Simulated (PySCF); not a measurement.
Mapped SMILES: `[CH3:1][CH2:2]/[CH:3]=[C:4]([F:5])\[C:6]([Cl:7])=[CH:8]/[F:9]`. Each H is labelled by its parent atom.

Geometry: GFN2-xTB; GIAO absolute shieldings from PySCF, gas phase, non-relativistic, averaged over equivalent atoms.

At X3LYP/pcSseg-0 (99 basis functions, 14 s wall time on 1 thread of an Intel Xeon Platinum 8488C, shared host):
| atoms | σ (ppm) |
| --- | --- |
| C4 | 23.7 |
| C8 | 25.0 |
| C6 | 53.8 |
| C3 | 57.4 |
| C2 | 164.5 |
| C1 | 172.8 |
| F9 | 269.1 |
| F5 | 272.8 |
| Cl7 | 795.9 |
| H(C8) | 26.11 |
| H(C3) | 27.93 |
| H(C2) | 31.13 |
| H(C1) | 32.02 |

Estimate the result of repeating the calculation with PBE0/pcSseg-1.

Results:


```tsv
atoms	σ at PBE0/pcSseg-1	change
C4	29.4	+5.7
C8	28.7	+3.7
C6	61.3	+7.5
C3	59.7	+2.3
C2	161.4	-3.1
C1	170.3	-2.5
F9	282.4	+13.3
F5	285.2	+12.4
Cl7	791.0	-4.9
H(C8)	24.60	-1.51
H(C3)	26.03	-1.90
H(C2)	29.68	-1.45
H(C1)	30.60	-1.42
```

The largest change is at F9 (vinylic fluorine). Cost: 195 basis functions, 49 s wall time on 1 thread of an Intel Xeon Platinum 8488C, shared host. The order of the carbon signals changes between the two levels.

Carbons that carry Cl, above all several Cl atoms, come out too deshielded, partly because spin–orbit coupling is missing.
